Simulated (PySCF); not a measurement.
C7H9O, charge +1, singlet, geometry from GFN2-xTB. Base run: TPSS/STO-3G (PySCF).

PySCF was given this input:
```python
from pyscf import gto, scf, dft

mol = gto.Mole()
mol.atom = '''
    C     2.879518    0.205667    0.421664
    C     1.408264    0.100958    0.215973
    C     0.719878    1.099582   -0.471527
    C    -0.644451    1.011042   -0.686288
    C    -1.305231   -0.098103   -0.201796
    O    -2.753556   -0.229070   -0.470449
    C    -0.669329   -1.109292    0.485419
    C     0.696326   -0.999149    0.688334
    H     3.211872   -0.433855    1.233878
    H     3.171359    1.231728    0.630316
    H     3.397338   -0.104583   -0.486074
    H     1.256117    1.958351   -0.843141
    H    -1.167631    1.786954   -1.223692
    H    -3.168758    0.655900   -0.554143
    H    -3.182406   -0.777136    0.221166
    H    -1.210949   -1.967912    0.851561
    H     1.211656   -1.781116    1.223047
'''
mol.basis = 'sto-3g'
mol.charge = 1
mol.spin = 0
mol.verbose = 3
mol.build()

mf = dft.RKS(mol)
mf.xc = 'tpss'
mf.kernel()
```

The base run was repeated with changes; each row names its change, and settings that it needs were set with it.

```csv
change,ΔE vs base (mEh),fitting functions
base,0.000,-
auxbasis = def2-svp-ri,-22.299,510
auxbasis = even-tempered beta=3.0,-21.956,291
auxbasis = cc-pvqz-jkfit,-0.196,1307
auxbasis = default (with mf = mf.density_fit()),-2.566,764
auxbasis = even-tempered beta=2.0,-10.831,445
auxbasis = cc-pvtz-ri,-2.626,918
auxbasis = cc-pvdz-jkfit,-0.389,767
auxbasis = autoaux,-10.498,591
auxbasis = def2-universal-jkfit,-2.566,764
```

A fitting set is made for a task (jfit for Coulomb, jkfit for Coulomb and exchange, ri for correlation) and for a family of orbital bases.
